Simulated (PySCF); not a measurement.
## Exercise with solution: oscillator strength and radiative lifetime

CH6ClFSi2, SMILES F[SiH2]C[SiH2]Cl.

The structure is a stationary point at PBE0-D3(BJ)/def2-SVP. The structure was generated by enumeration, and PubChem lists no compound with its InChIKey, so it may never have been made. The values are those of a single conformer.

TDA-CAM-B3LYP/def2-SVPD run with PySCF 2.14.0 puts the first singlet state with f over 0.02 at 8.39 eV (vertical), with the transition dipole (0.253, 0.039, -0.210) in atomic units.

Question: Find the oscillator strength, the wavelength and the radiative lifetime that this transition would have in vacuum if emission retraced absorption.

Answer: 
|μ|² = 0.1096 au, so |μ| = 0.84 D. ΔE = 8.39/27.211 = 0.3083 hartree. f = (2/3) ΔE |μ|² = 0.023 (the program prints 0.023).
λ = 1239.84/8.39 = 148 nm; ν = 67670 cm⁻¹.
Einstein's coefficient A = 0.6670 ν² f s⁻¹ (ν in cm⁻¹) = 6.9e7 s⁻¹, so τ = 1/A = 15 ns. This state is S6; the lower singlets have f = 0.001, 0.012, 0.015, 0.016, 0.009. The figure is the radiative limit of this one transition; relaxation, internal conversion, crossing to triplets and a medium change what is measured.
